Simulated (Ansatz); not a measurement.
Nb₂P₂ (the lowest singlet isomer of a short search). Charge 0, multiplicity 1. Geometry PBE0-D4/def2-SVP, basis def2-TZVP, Ansatz.

Cartesian coordinates in Å:
```
Nb 0.237 0.104 -1.206
Nb -0.884 -0.496 0.703
P 1.245 -1.381 0.297
P -0.599 1.774 0.206
```

```csv
run,HOMO (eV),LUMO (eV)
A,-5.28,-2.24
B,-4.64,-2.83
C,-5.34,-2.15
D,-6.26,-1.38
E,-4.49,-2.89
```

In the def2 sets Nb takes a core potential; there is no spin–orbit coupling. The structure comes from a short search, and lower isomers may exist.

The runs used CAM-B3LYP, PBE0, r2SCAN, r2SCAN0, revPBE. Estimate which is which.

A PBE0 (25 % exact exchange); B r2SCAN (0 % exact exchange); C r2SCAN0 (25 % exact exchange); D CAM-B3LYP (range-separated); E revPBE (0 % exact exchange). Exact exchange lowers occupied and raises empty levels; among semilocal functionals meta-GGAs tend to open the gap a little, and such runs are hard to tell apart. The gap grows from 1.60 eV (revPBE) to 4.88 eV (CAM-B3LYP).
